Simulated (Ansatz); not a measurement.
Al₅Ru₂⁻, relaxed as a singlet with RKS PBE-D4/def2-SVPD in Ansatz, starting from the GFN1-xTB geometry. Force threshold 0.02 eV/Å.

In the def2 sets Ru takes a core potential; there is no spin–orbit coupling. The restricted singlet is unstable towards broken spin symmetry in Hartree–Fock (as tested in another run); at PBE-D4/def2-SVPD this wasn't settled. The structure comes from a short search, and lower isomers may exist.

Start:

```xyz
7

Ru    0.819    1.611    0.244
Ru    0.503   -2.745    0.167
Al   -1.538    1.811    1.127
Al   -0.527   -0.973   -1.341
Al   -1.181    1.638   -1.392
Al    2.002   -0.738   -0.181
Al   -0.078   -0.604    1.375
```

(1) Estimate the energy that the relaxation releases and the steps that it takes.

(2) Does the start keep its bonding?

(3) Predict the relaxed structure.

## Answers

(1) 47.0 kcal/mol, in 17 steps; 99 s on 4 threads of Intel Xeon on a shared host. No frequencies were taken in this run, so the end may be a saddle point.

(2) Bonds lost: Al3–Al5, Al4–Al5 (atoms count from 1). Bonds formed: Ru1–Ru2 (atoms count from 1). Metal–metal contacts that move far: Ru1–Al4 3.32 to 2.35 Å.

(3) 
```
atom    x (Å)    y (Å)    z (Å)
 Ru1  -0.0077   0.8525   0.1270
 Ru2   0.7580  -2.4872   0.0783
 Al3  -1.8765   1.9104   1.0456
 Al4  -0.9317  -1.1145  -0.7595
 Al5  -0.2130   2.3314  -1.6705
 Al6   1.8907  -0.5552  -0.6178
 Al7   0.3803  -0.9374   1.7970
```
Bond lengths (bridged metal pairs left out): 8 × Al–Ru 2.33 to 2.48 Å; 3 × Al–Al 2.87 to 2.88 Å; 1 × Ru–Ru 3.43 Å.
